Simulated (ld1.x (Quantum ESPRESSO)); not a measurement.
chromium (Cr): one change to a PAW potential, before and after

- Element: chromium (Cr)
- Generator: ld1.x (Quantum ESPRESSO) 7.5
- Type: PAW
- Functional: PBE
- Relativity: scalar-relativistic
- Frozen core: [Ar]
- Valence charge: 6
- Reference configuration: 3d6 4s0 4p0
- Partial waves: 4s (bound, empty): rcut 1.95, rcutus 2.70 bohr; 4s channel at 4.35 Ry: rcut 1.95, rcutus 2.70 bohr; 4p (bound, empty): rcut 2.80, rcutus 3.25 bohr; 4p channel at 0.25 Ry: rcut 2.80, rcutus 3.25 bohr; 3d (bound): rcut 2.00, rcutus 2.20 bohr; 3d channel at 0.4 Ry: rcut 2.00, rcutus 2.20 bohr
- Local potential: all-electron potential smoothed inside 2.60 bohr (lloc = -2)
- Core correction: Bessel-smoothed model core, default radius (core density twice the valence density)
- Augmentation charge: BESSEL, radius 1.70 bohr

Change: all radii but the core radius scaled by about 0.74 (s 2.00, p 2.40, d 1.62 bohr, rcut 1.44/2.08/1.48); local potential all-electron potential smoothed inside 1.92 bohr (lloc = -2); augmentation BESSEL, radius 1.26 bohr.

Cutoffs: the cutoffs (Ry, on a coarse ladder) from which the occupation-weighted sum of valence levels, in a spherical-Bessel basis at the reference potential, stays within 10 and 1 mRy of its value at 400 Ry; they do not see the model core or the augmentation charge, which bear on the density cutoff. Errors are all-electron minus pseudo energies relative to the spin-unpolarised reference configuration.

Problem. What does the change do?

Solution. The potential gets harder (18 Ry and 35 Ry → 40 Ry and 70 Ry); a bound ghost appears in p, s, which as a rule spoils a file; the number of tests that count goes from 7 to 4; the errors of the 4 common tests hardly move. A smaller radius makes the pseudo-wave follow the all-electron one further in, where it bends more sharply, so more plane waves are needed.

| quantity | base | changed |
| --- | --- | --- |
| cutoff, loose | 18 Ry | 40 Ry |
| cutoff, tight | 35 Ry | 70 Ry |
| bound ghosts | none | s, p |
| tests counted (converged, no solver errors) | 7 of 7 | 4 of 7 |
| error for 3d5 4s0 4p0, meV [ΔE 5.17 eV] | -11 | -11 |
| error for 3d4 4s0 4p0, meV [ΔE 21.22 eV] | -247 | -230 |
| error for 3d3 4s0 4p0, meV [ΔE 51.97 eV] | -1394 | -1274 |
| error for 3d2 4s0 4p0, meV [ΔE 100.33 eV] | -4340 | -4000 |
| lowest overlap eigenvalue by channel | s 0.69, p 0.70, d 1.00 | s 0.01, p 0.75, d 0.96 |

Base: These tests converged, but a pseudo level misses the all-electron one widely, so the file describes the atom poorly there or has found another state: 3d2 4s0 4p0: 3d by 4.1 eV. Changed file: Tests not counted: 3d5 4s1 4p0 (solver errors, printed error -2.9 eV); 3d5 4s0.5 4p0 (solver errors, printed error -774 meV); 3d4 4s1 4p0 (solver errors, printed error -3.8 eV). A true bound ghost makes a file unfit for plane-wave use even where its test errors are small: the radial tests pick states by their node count and pass the ghost by. Where a test does run into it, the solver fails or the error is huge.
